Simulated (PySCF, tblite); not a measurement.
Isomers of C6H5O (doublet state), one GFN2-xTB conformer each. Single-point energies are computed at B3LYP/pcH-1 (PySCF, gas phase, no added dispersion term), electronic only. GFN2-xTB treats the open shell by occupation alone, and not every SCF solution was tested for stability.

```
             SMILES  GFN2-xTB relative energy (kJ/mol)
     C#CC1=CO[CH]C1                                0.0
O=CC#C[C@@H]1[CH]C1                              156.9
      O=CC#C[C]1CC1                               66.4
```

What does B3LYP/pcH-1 give for the same structures?

```csv
SMILES,B3LYP/pcH-1 E (Eh),B3LYP/pcH-1 (kJ/mol),GFN2-xTB (kJ/mol),point group
C#CC1=CO[CH]C1,-306.73646,0.0,0.0,Cs
O=CC#C[C]1CC1,-306.72808,22.0,66.4,–
O=CC#C[C@@H]1[CH]C1,-306.70305,87.7,156.9,–
```

Both levels put the same isomer lowest; measured from each level's own lowest isomer, the values differ by up to 69.2 kJ/mol (O=CC#C[C@@H]1[CH]C1: 156.9 against 87.7). As drawn, the highest has a three-membered ring, which the lowest lacks.

What happens when harmonic zero-point energies from GFN2-xTB frequencies are added?

| SMILES | ZPE (kJ/mol) | electronic (kJ/mol) | with ZPE (kJ/mol) |
| --- | --- | --- | --- |
| C#CC1=CO[CH]C1 | 221.7 | 0.0 | 0.0 |
| O=CC#C[C]1CC1 | 221.3 | 22.0 | 21.6 |
| O=CC#C[C@@H]1[CH]C1 | 220.0 | 87.7 | 86.0 |

The zero-point energies span 1.7 kJ/mol. The order is unchanged.
